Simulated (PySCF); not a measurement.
Zn(Br)(I), SMILES [I][Zn][Br] (BrIZn) (B3LYP/def2-SVP optimised geometry):

```
3

Zn     0.095     0.003     0.000
Br     2.345     0.003     0.000
I     -2.345    -0.003     0.000
```

Method: B3LYP/def2-TZVP, def2 effective core potentials past Kr run with PySCF.

Question: What are the frontier orbital energies and the dipole moment?

Answer: HOMO-2 -8.44 eV, HOMO-1 -7.76 eV, HOMO -7.76 eV, LUMO -2.29 eV, LUMO+1 -0.95 eV; dipole moment 0.56 D.

On the same geometry PySCF 2.14.0 with PBE/def2-TZVP, def2 effective core potentials past Kr gives HOMO-2 -7.46 eV, HOMO-1 -6.89 eV, HOMO -6.89 eV, LUMO -2.84 eV, LUMO+1 -1.44 eV; dipole moment 0.55 D.
